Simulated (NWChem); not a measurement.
All runs are NWChem calculations. System: boron oxyfluoride (BFO), charge 0, spin multiplicity 1, at a geometry optimised with PBE0/def2-SVP. Level: constrained PBE0/def2-SVP.

Job file:

```
start mol
memory heap 200 mb stack 900 mb global 1100 mb
geometry units angstroms nocenter noautoz noautosym
  F      0.000000     0.000000    -1.196212
  B      0.000000     0.000000     0.086519
  O      0.000000     0.000000     1.291664
end
basis spherical
  * library def2-svp
end
dft
  xc pbe0
  semidirect memsize 60000000 filesize 0
  iterations 100
  convergence nolevelshifting
  cdft 1 1 charge 0.6 pop lowdin
end
task dft energy
```

NWChem printed:

```
             Northwest Computational Chemistry Package (NWChem) 7.3.0
             --------------------------------------------------------

                                NWChem Input Module
                                -------------------

 Scaling coordinates for geometry "geometry" by  1.889725989
 (inverse scale =  0.529177249)

                             Geometry "geometry" -> ""
                             -------------------------

 Output coordinates in angstroms (scale by  1.889725989 to convert to a.u.)

  No.       Tag          Charge          X              Y              Z
 ---- ---------------- ---------- -------------- -------------- --------------
    1 F                    9.0000     0.00000000     0.00000000    -1.19621200
    2 B                    5.0000     0.00000000     0.00000000     0.08651900
    3 O                    8.0000     0.00000000     0.00000000     1.29166400

 Effective nuclear repulsion energy (a.u.)      51.4427896179

            Nuclear Dipole moment (a.u.)
            ----------------------------
        X                 Y               Z
 ---------------- ---------------- ----------------
     0.0000000000     0.0000000000    -0.0000018897


 Summary of "ao basis" -> "" (spherical)
 ------------------------------------------------------------------------------
       Tag                 Description            Shells   Functions and Types
 ---------------- ------------------------------  ------  ---------------------
 *                          def2-svp                  on all atoms

                                 NWChem DFT Module
                                 -----------------

 Summary of "ao basis" -> "ao basis" (spherical)
 ------------------------------------------------------------------------------
       Tag                 Description            Shells   Functions and Types
 ---------------- ------------------------------  ------  ---------------------
 F                          def2-svp                 6       14   3s2p1d
 B                          def2-svp                 6       14   3s2p1d
 O                          def2-svp                 6       14   3s2p1d

 Summary of "ao basis" -> "ao basis" (spherical)
 ------------------------------------------------------------------------------
       Tag                 Description            Shells   Functions and Types
 ---------------- ------------------------------  ------  ---------------------
 F                          def2-svp                 6       14   3s2p1d
 B                          def2-svp                 6       14   3s2p1d
 O                          def2-svp                 6       14   3s2p1d

            General Information
            -------------------
          SCF calculation type: DFT
          Wavefunction type:  closed shell.
          No. of atoms     :     3
          No. of electrons :    22
           Alpha electrons :    11
            Beta electrons :    11
          Charge           :     0
          Spin multiplicity:     1
          Use of symmetry is: off; symmetry adaption is: off
          Maximum number of iterations: 100
          AO basis - number of functions:    42
                     number of shells:    18
          Convergence on energy requested:  1.00D-06
          Convergence on density requested:  1.00D-05
          Convergence on gradient requested:  5.00D-04

              XC Information
              --------------
                         PBE0 Method XC Functional
                     Hartree-Fock (Exact) Exchange  0.250
          PerdewBurkeErnzerhof Exchange Functional  0.750
            Perdew 1991 LDA Correlation Functional  1.000 local
           PerdewBurkeErnz. Correlation Functional  1.000 non-local

             Grid Information
             ----------------
          Grid used for XC integration:  medium
          Radial quadrature: Mura-Knowles
          Angular quadrature: Lebedev.
          Tag              B.-S. Rad. Rad. Pts. Rad. Cut. Ang. Pts.
          ---              ---------- --------- --------- ---------
          F                   0.50       49           7.0       434
          B                   0.85       49           5.0       434
          O                   0.60       49           7.0       434
          Grid pruning is: on
          Number of quadrature shells:   147
          Spatial weights used:  Erf1

          Convergence Information
          -----------------------
          Convergence aids based upon iterative change in
          total energy or number of iterations.
          Levelshifting, if invoked, occurs when the
          HOMO/LUMO gap drops below (HL_TOL):  1.00D-02
          DIIS, if invoked, will attempt to extrapolate
          using up to (NFOCK): 10 stored Fock matrices.

                    Damping( 0%)  Levelshifting(0.0)       DIIS
                  --------------- ------------------- ---------------
          dE  on:    start             N/A                start
          dE off:    2 iters           N/A              100 iters

      Screening Tolerance Information
      -------------------------------
          Density screening/tol_rho:  1.00D-10
          AO Gaussian exp screening on grid/accAOfunc:  14
          CD Gaussian exp screening on grid/accCDfunc:  20
          XC Gaussian exp screening on grid/accXCfunc:  20
          Schwarz screening/accCoul:  1.00D-08

      Superposition of Atomic Density Guess
      -------------------------------------

 Sum of atomic energies:        -198.48765991

      Non-variational initial energy
      ------------------------------

 Total energy =    -199.138512
 1-e energy   =    -375.769745
 2-e energy   =     125.188443
 HOMO         =      -0.535883
 LUMO         =       0.013013

------------------------------------------------------------
EAF file 0: "./mol.aoints.0" size=524288 bytes
------------------------------------------------------------
               write      read    awrite     aread      wait
               -----      ----    ------     -----      ----
     calls:        1         0         0         0         0
   data(b): 5.24e+05  0.00e+00  0.00e+00  0.00e+00
   time(s): 0.00e+00  0.00e+00  0.00e+00  0.00e+00  0.00e+00
rate(mb/s): 0.00e+00  0.00e+00
------------------------------------------------------------

   convergence    iter        energy       DeltaE   RMS-Dens  Diis-err    time
 ---------------- ----- ----------------- --------- --------- ---------  ------
 d= 0,ls=0.0,diis     1   -199.5096270035 -2.51D+02  4.30D-02  9.98D-01     0.2
 CDFT multipliers:
      1        0.2170964333
      iter =    7
 d= 0,ls=0.0,diis     2   -199.1118596143  3.98D-01  2.37D-02  4.62D+00     0.3
 CDFT multipliers:
      1        0.2580564210
      iter =    7
 d= 0,ls=0.0,diis     3   -199.5330897461 -4.21D-01  2.10D-03  2.25D-01     0.3
 CDFT multipliers:
      1        0.2972838634
      iter =    7
 d= 0,ls=0.0,diis     4   -199.5394903860 -6.40D-03  3.57D-03  9.60D-02     0.4
 CDFT multipliers:
      1        0.3592891110
      iter =    5
 d= 0,ls=0.0,diis     5   -199.5444651161 -4.97D-03  6.15D-04  2.04D-03     0.4
 CDFT multipliers:
      1        0.3681221425
      iter =    6
  Resetting Diis
 d= 0,ls=0.0,diis     6   -199.5445941298 -1.29D-04  8.01D-05  4.63D-05     0.4
 CDFT multipliers:
      1        0.3668497725
      iter =    2
 d= 0,ls=0.0,diis     7   -199.5445962542 -2.12D-06  2.69D-05  4.44D-07     0.5
 CDFT multipliers:
      1       -0.0000547237
      iter =    2
 d= 0,ls=0.0,diis     8   -199.5445964925 -2.38D-07  7.57D-09  6.54D-01     0.5
 CDFT multipliers:
      1        0.3667950361
      iter =    2
 d= 0,ls=0.0,diis     9   -199.5445964968 -4.31D-09  1.32D-05  9.13D-07     0.6
 CDFT multipliers:
      1        0.3667793819
      iter =    2
 d= 0,ls=0.0,diis    10   -199.5445965887 -9.19D-08  2.47D-06  4.36D-08     0.6
  CDFT final multipliers
      1        0.3667947698

         Total DFT energy =     -199.544596523122
      One electron energy =     -376.530441466425
           Coulomb energy =      148.315337855362
    Exchange-Corr. energy =      -22.772282529982
 Nuclear repulsion energy =       51.442789617922

 Numeric. integr. density =       21.999999187007

     Total iterative time =      0.5s

                       DFT Final Molecular Orbital Analysis
                       ------------------------------------

 Vector    9  Occ=2.000000D+00  E=-3.861853D-01
              MO Center= -1.5D-09,  1.6D-09, -2.4D-01, r^2= 1.7D+00
   Bfn.  Coefficient  Atom+Function         Bfn.  Coefficient  Atom+Function
  ----- ------------  ---------------      ----- ------------  ---------------
     5     -0.335049  1 F  py                 4      0.323144  1 F  px
    19     -0.245982  2 B  py                18      0.237241  2 B  px
    33      0.217593  3 O  py                32     -0.209862  3 O  px
     8      0.163648  1 F  py                 7     -0.157834  1 F  px
    22      0.125368  2 B  py                36      0.122071  3 O  py

 Vector   10  Occ=2.000000D+00  E=-2.973085D-01
              MO Center= -9.1D-10,  9.6D-10,  2.6D-01, r^2= 1.9D+00
   Bfn.  Coefficient  Atom+Function         Bfn.  Coefficient  Atom+Function
  ----- ------------  ---------------      ----- ------------  ---------------
    33      0.345756  3 O  py                32     -0.329716  3 O  px
     5      0.323407  1 F  py                 4     -0.308403  1 F  px
    36      0.247986  3 O  py                35     -0.236481  3 O  px
     8     -0.189783  1 F  py                 7      0.180979  1 F  px
    19     -0.067680  2 B  py                18      0.064540  2 B  px

 Vector   11  Occ=2.000000D+00  E=-2.973085D-01
              MO Center= -1.0D-09, -7.8D-10,  2.6D-01, r^2= 1.9D+00
   Bfn.  Coefficient  Atom+Function         Bfn.  Coefficient  Atom+Function
  ----- ------------  ---------------      ----- ------------  ---------------
    32      0.345756  3 O  px                33      0.329716  3 O  py
     4      0.323407  1 F  px                 5      0.308403  1 F  py
    35      0.247986  3 O  px                36      0.236481  3 O  py
     7     -0.189783  1 F  px                 8     -0.180979  1 F  py
    18     -0.067680  2 B  px                19     -0.064540  2 B  py

 Vector   12  Occ=0.000000D+00  E= 2.621535D-02
              MO Center= -9.8D-09,  2.0D-08, -1.7D-01, r^2= 3.2D+00
   Bfn.  Coefficient  Atom+Function         Bfn.  Coefficient  Atom+Function
  ----- ------------  ---------------      ----- ------------  ---------------
    17      1.382687  2 B  s                  3     -0.476131  1 F  s
    31     -0.313871  3 O  s                 23     -0.186824  2 B  pz
     6      0.170918  1 F  pz                34      0.170084  3 O  pz
     2     -0.163178  1 F  s                  9     -0.142311  1 F  pz
    30     -0.125131  3 O  s                 37      0.124050  3 O  pz

 Vector   13  Occ=0.000000D+00  E= 1.048065D-01
              MO Center=  1.2D-08, -1.2D-08,  8.1D-02, r^2= 2.6D+00
   Bfn.  Coefficient  Atom+Function         Bfn.  Coefficient  Atom+Function
  ----- ------------  ---------------      ----- ------------  ---------------
    22     -0.562380  2 B  py                21      0.544366  2 B  px
    19      0.310338  2 B  py                18     -0.300398  2 B  px
    36      0.296164  3 O  py                35     -0.286678  3 O  px
    33      0.243350  3 O  py                32     -0.235555  3 O  px
     5     -0.230667  1 F  py                 4      0.223279  1 F  px

 Vector   14  Occ=0.000000D+00  E= 1.048065D-01
              MO Center= -4.2D-09, -3.9D-09,  8.1D-02, r^2= 2.6D+00
   Bfn.  Coefficient  Atom+Function         Bfn.  Coefficient  Atom+Function
  ----- ------------  ---------------      ----- ------------  ---------------
    21      0.562380  2 B  px                22      0.544366  2 B  py
    18     -0.310338  2 B  px                19     -0.300398  2 B  py
    35     -0.296164  3 O  px                36     -0.286678  3 O  py
    32     -0.243350  3 O  px                33     -0.235555  3 O  py
     4      0.230667  1 F  px                 5      0.223279  1 F  py

     ---------------------------------------------
      Total Density - Mulliken Population Analysis
     ---------------------------------------------

    Atom       Charge   Shell Charges
 -----------   ------   -------------------------------------------------------
    1 F    9     8.22   1.99  1.16  0.44  3.24  1.38  0.01
    2 B    5     5.60   1.99  0.87  0.05  1.80  0.57  0.32
    3 O    8     8.18   1.99  1.09  0.60  2.82  1.66  0.02

     -------------------------------------------
      Total Density - Lowdin Population Analysis
     -------------------------------------------

    Atom       Charge   Shell Charges
 -----------   ------   -------------------------------------------------------
    1 F    9     8.40   1.97  0.95  0.64  3.05  1.78  0.01
    2 B    5     5.50   1.96  0.50  0.19  1.54  0.76  0.55
    3 O    8     8.10   1.97  0.89  0.63  2.67  1.91  0.02

 center of mass
 --------------
 x =   0.00000000 y =   0.00000000 z =  -0.04574315

 moments of inertia (a.u.)
 ------------------
         192.575171696631           0.000000000000           0.000000000000
           0.000000000000         192.575171696631           0.000000000000
           0.000000000000           0.000000000000           0.000000000000

     Multipole analysis of the density
     ---------------------------------

     L   x y z        total         alpha         beta         nuclear
     -   - - -        -----         -----         ----         -------
     0   0 0 0     -0.000000    -11.000000    -11.000000     22.000000

     1   1 0 0     -0.000000     -0.000000     -0.000000      0.000000
     1   0 1 0      0.000000      0.000000      0.000000      0.000000
     1   0 0 1     -1.746235     -0.873117     -0.873117     -0.000002

     2   2 0 0    -11.051517     -5.525758     -5.525758      0.000000
     2   1 1 0     -0.000000     -0.000000     -0.000000      0.000000
     2   1 0 1      0.000000      0.000000      0.000000      0.000000
     2   0 2 0    -11.051517     -5.525758     -5.525758      0.000000
     2   0 1 1     -0.000000     -0.000000     -0.000000      0.000000
     2   0 0 2    -12.681394    -53.233955    -53.233955     93.786516

 Task  times  cpu:        0.6s     wall:        0.6s

 Total times  cpu:        0.6s     wall:        0.6s
```
